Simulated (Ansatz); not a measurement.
Mulliken charges of `C[NH][Zr]([Cl])([Cl])[Cl]` from ωB97M-V/def2-TZVPP in Ansatz (PBE0-D4/def2-TZVP geometry).

| atom | x (Å) | y (Å) | z (Å) | charge (e) |
| --- | --- | --- | --- | --- |
| C1 | 0.139 | -1.241 | 0.890 | -0.210 |
| N2 | 0.715 | -0.219 | 0.035 | -0.419 |
| Zr3 | -0.323 | 1.222 | -0.844 | 0.901 |
| Cl4 | -1.947 | 0.171 | -2.173 | -0.254 |
| Cl5 | 1.197 | 2.513 | -2.064 | -0.250 |
| Cl6 | -1.410 | 2.410 | 0.864 | -0.254 |
| H7 | 0.300 | -2.244 | 0.484 | 0.133 |
| H8 | -0.942 | -1.096 | 0.975 | 0.105 |
| H9 | 0.552 | -1.198 | 1.903 | 0.133 |
| H10 | 1.718 | -0.317 | -0.070 | 0.114 |

Q: By hand: the dipole of these point charges (1 e Å = 4.8032 D).

A: Σ q r = (0.144, -0.439, 0.298) e Å, of length 0.550 e Å = 2.64 D.

Q: How does the dipole of the full density compare? (Estimate.)

A: Ansatz gave: (0.393, -0.465, 0.274) e Å, 3.21 D; the point charges give 0.82 times that, at 21° from its direction.

Point charges leave out the atoms' own dipoles, such as those of lone pairs, and Mulliken's split depends on the basis, so the two needn't agree.
